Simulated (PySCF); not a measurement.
Isomers of C8H10S.

All values: CAM-B3LYP/def2-SVPD (PySCF) at PBE0-D3(BJ)/def2-SVP geometries, gas phase, one conformer each. Core orbitals are frozen in the response; Δα² is half the sum of the squared differences of the principal polarisabilities.

Question: Rank by HOMO energy, highest first.
A. `[CH3:1][S:2][CH2:3][c:4]1[cH:5][cH:6][cH:7][cH:8][cH:9]1` with C1–S2–C3–C4 58°, S2–C3–C4–C5 -118°
B. `[CH3:1][S:2][C:3]1=[CH:4][CH:5]=[CH:6][C:7]12[CH2:8][CH2:9]2` with C1–S2–C3–C4 0°
C. `[CH3:1][CH2:2][c:3]1[cH:4][cH:5][cH:6][cH:7][c:8]1[SH:9]` with C1–C2–C3–C4 95°, C7–C8–S9–H 2°

Answer: B (-6.71 eV), C (-7.50 eV), A (-7.66 eV).

Question: Rank by polarisability anisotropy Δα, highest first.
A. `[CH3:1][S:2][CH2:3][c:4]1[cH:5][cH:6][cH:7][cH:8][cH:9]1` with C1–S2–C3–C4 58°, S2–C3–C4–C5 -118°
B. `[CH3:1]/[CH:2]=[C:3]1[CH:4]=[CH:5][C:6]\1=[CH:7]\[S:8][CH3:9]` with C6–C7–S8–C9 180°
C. `[CH3:1][CH2:2][c:3]1[cH:4][cH:5][cH:6][cH:7][c:8]1[SH:9]` with C1–C2–C3–C4 95°, C7–C8–S9–H 2°
D. `[CH3:1][S:2][C:3]1=[CH:4][CH:5]=[CH:6][C:7]12[CH2:8][CH2:9]2` with C1–S2–C3–C4 0°

Answer: B (12.76 Å³), C (8.58 Å³), D (7.50 Å³), A (6.55 Å³).

All values together:

| SMILES | μ (D) | HOMO (eV) | LUMO (eV) | α (Å³) | Δα (Å³) | ΔSCF removal energy (eV) |
| --- | --- | --- | --- | --- | --- | --- |
| CSCc1ccccc1 | 1.51 | -7.66 | 0.51 | 16.74 | 6.55 | 8.39 |
| CSC1=CC=CC12CC2 | 0.43 | -6.71 | 0.46 | 16.67 | 7.50 | – |
| CCc1ccccc1S | 0.73 | -7.50 | 0.63 | 16.96 | 8.58 | – |
| C/C=C1C=CC\1=C\SC | 1.19 | -6.83 | 0.22 | 18.89 | 12.76 | – |

Conformers: `[CH3:1][S:2][CH2:3][c:4]1[cH:5][cH:6][cH:7][cH:8][cH:9]1` with C1–S2–C3–C4 58°, S2–C3–C4–C5 -118°; `[CH3:1][S:2][C:3]1=[CH:4][CH:5]=[CH:6][C:7]12[CH2:8][CH2:9]2` with C1–S2–C3–C4 0°; `[CH3:1][CH2:2][c:3]1[cH:4][cH:5][cH:6][cH:7][c:8]1[SH:9]` with C1–C2–C3–C4 95°, C7–C8–S9–H 2°; `[CH3:1]/[CH:2]=[C:3]1[CH:4]=[CH:5][C:6]\1=[CH:7]\[S:8][CH3:9]` with C6–C7–S8–C9 180°.

A dash marks a removal energy that wasn't run or isn't settled.
